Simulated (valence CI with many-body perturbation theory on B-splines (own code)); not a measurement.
**Run record, Br2+**

Calculated by valence CI with perturbative core correlation (CI+MBPT): five valence electrons over a frozen Dirac-Fock core [Ar] 3d10, a basis of 6 s, 6 p, 5 d, 3 f, 1 g functions for each j, with the one-electron correlation potential Σ1 (screened to all orders), the two-electron term Σ2, the three-electron term Σ3, Breit, model QED; selected single and double excitations, second order for the rest (own B-spline code, finite nucleus).

Command, and the settings that its task file holds:

```sh
python run_cv.py task.json out
```

```
atom Br  Z=35  mass_number=79  rms_radius_fm=4.1629
core [Ar] 3d10
valence 4s2 4p3
avg = 1
basis = S
breit = 1
cap = 10000
capref = 1200
cscale = 1
de = 0.0
dress = 0
eps = 2e-08
h = 0.27
hh = 1
l2 = 3
lcore = 6
maxit = 60
n2 = 5
natural = 1
nlev = 20
nno = [3, 3, 3, 2, 1]
nroot = 26
nsp = [3, 3, 2, 1, 0]
pt2 = 1
qed = 1
rpa = 1
s1 = 2
s2 = 1
s3 = 1
screen = 1
tol = 2e-05
whole = 1
```

It took 100 s on 1 thread of Arm Neoverse N1 (shared host).

Log. The first blocks belong to the next ion, which gives the ionisation energy. Fields: 2J, parity (1 odd), roots, reference size, generating configurations, candidates as configurations/state functions, variational space P, stored matrix elements, Davidson steps; e2 is the range of second-order energies in hartree. The first line gives the box (bohr), its intervals, the orbitals and the steps of their self-consistent field. Window is the range of levels sought, series limit the energy at which the first omitted orbital would enter, core excitation an estimate of the first excitation out of the core, left out the lowest levels not solved, and shifts from estimates the range by which levels moved from their first estimate, all in cm⁻¹.

```
rmax 21.1 intervals 65 orbitals 36 references ['4s2 4p3', '4s 4p4'] scf 6 t 1.9
2J=0 par=0 roots 2 ref 26 generators 14 cand 695/969 P 719/995 nnz 0 it 0
2J=0 par=0 roots 2 ref 26 generators 48 cand 2540/4155 P 3259/5150 nnz 1.5e+06 it 9
   second order: generators 115 cand 17396/34520 e2 -0.00025 -0.00018
2J=2 par=0 roots 2 ref 51 generators 13 cand 362/916 P 391/967 nnz 0 it 0
2J=2 par=0 roots 2 ref 51 generators 74 cand 1198/4023 P 1589/4990 nnz 2.5e+06 it 11
   second order: generators 147 cand 19577/85427 e2 -0.00250 -0.00109
reference levels 157, estimated 95, window 149245 1/cm; series limit 226282, core excitation 583360
2J=3 par=1 roots 4 ref 24 generators 38 cand 199/979 P 953/3483 nnz 1.4e+06 it 8
2J=3 par=1 roots 4 ref 24 generators 121 cand 1136/6515 P 2089/9998 nnz 8.6e+06 it 9
   second order: generators 271 cand 67912/930933 e2 -0.00905 -0.00206
2J=5 par=1 roots 2 ref 19 generators 28 cand 166/920 P 854/3343 nnz 1.5e+06 it 5
2J=5 par=1 roots 2 ref 19 generators 92 cand 1025/6593 P 1879/9936 nnz 8.8e+06 it 9
   second order: generators 205 cand 59984/1002637 e2 -0.00889 -0.00376
2J=1 par=1 roots 2 ref 15 generators 29 cand 317/1019 P 1228/3569 nnz 1.3e+06 it 6
2J=1 par=1 roots 2 ref 15 generators 107 cand 1547/6364 P 2775/9933 nnz 7.3e+06 it 11
   second order: generators 236 cand 63032/475228 e2 -0.00305 -0.00211
2J=5 par=0 roots 7 ref 22 generators 52 cand 235/977 P 952/3445 nnz 1.5e+06 it 11
2J=5 par=0 roots 7 ref 22 generators 180 cand 960/6543 P 1912/9988 nnz 8.4e+06 it 13
   second order: generators 370 cand 70948/1158365 e2 -0.01327 -0.00503
2J=3 par=0 roots 7 ref 25 generators 53 cand 241/996 P 985/3517 nnz 1.5e+06 it 8
2J=3 par=0 roots 7 ref 25 generators 159 cand 949/6354 P 1934/9871 nnz 8.1e+06 it 10
   second order: generators 365 cand 71083/938227 e2 -0.01134 -0.00462
2J=1 par=0 roots 7 ref 19 generators 67 cand 273/997 P 1326/3507 nnz 1.2e+06 it 8
2J=1 par=0 roots 7 ref 19 generators 176 cand 1428/6483 P 2754/9990 nnz 7.1e+06 it 10
   second order: generators 381 cand 72145/566912 e2 -0.00528 -0.00230
2J=7 par=0 roots 4 ref 10 generators 36 cand 169/921 P 874/3384 nnz 1.4e+06 it 5
2J=7 par=0 roots 4 ref 10 generators 108 cand 708/6616 P 1582/10000 nnz 1e+07 it 8
   second order: generators 216 cand 51385/1025305 e2 -0.00836 -0.00715
2J=9 par=0 roots 2 ref 4 generators 18 cand 208/1086 P 1081/4040 nnz 1.8e+06 it 5
2J=9 par=0 roots 2 ref 4 generators 61 cand 773/5922 P 1854/9962 nnz 9.9e+06 it 8
   second order: generators 132 cand 40861/777091 e2 -0.00566 -0.00487
left out: unestimated 214959, estimated 164666, shifts from estimates -161 to 111
operators 3.9
```

The Davidson iterations converged. The settings are bad on purpose, so the numbers may not be properties of the ion.

Set against measurement, 9 paired levels are off by 2174 cm⁻¹ on average, the worst by 4980. These come from a selection out of Moore, Atomic Energy Levels, vol. II, NSRDS-NBS 35 (1971 reprint of NBS Circular 467, 1952), an old analysis. Levels without a partner in it may be off by more. Among the levels kept, up to 2900 cm⁻¹ of a level comes from second order outside the variational space, and about a tenth of that is noise between levels of different J, which matters for small intervals. 1 measured level below the end of the list, from 145175 cm⁻¹ on, found no clear computed partner.

* Valence energy: -12.3446 hartree
* Ionisation energy: 35.312 eV (NIST: 34.871 ± 0.019 eV (measured))
* Reference configurations for the orbitals: 4s2 4p3, 4s 4p4
* Radial orbitals: 36
* Box radius: 21.07 bohr
* Largest variational space: 10000
* Lowest levels: 4s2 4p3 4S°_3/2 0.0, 4s2 4p3 2D°_3/2 15585, 4s2 4p3 2D°_5/2 16713, 4s2 4p3 2P°_1/2 27778, 4s2 4p3 2P°_3/2 29344, 4s 4p4 4P_5/2 103109, 4s 4p4 4P_3/2 105821, 4s 4p4 4P_1/2 107088, 4s 4p4 2D_3/2 126225, 4s 4p4 2D_5/2 126902, 4s2 4p2 4d 2P_3/2 137725, 4s2 4p2 4d 2P_1/2 140137, 4s2 4p2 4d 4F_3/2 142577, 4s2 4p2 4d 4F_5/2 143571 cm⁻¹

Names give the largest LS component (configuration and term), which can be under half, so a name can repeat, a term be missing and a line seem to break the LS rules; names also repeat where a configuration has a term twice.
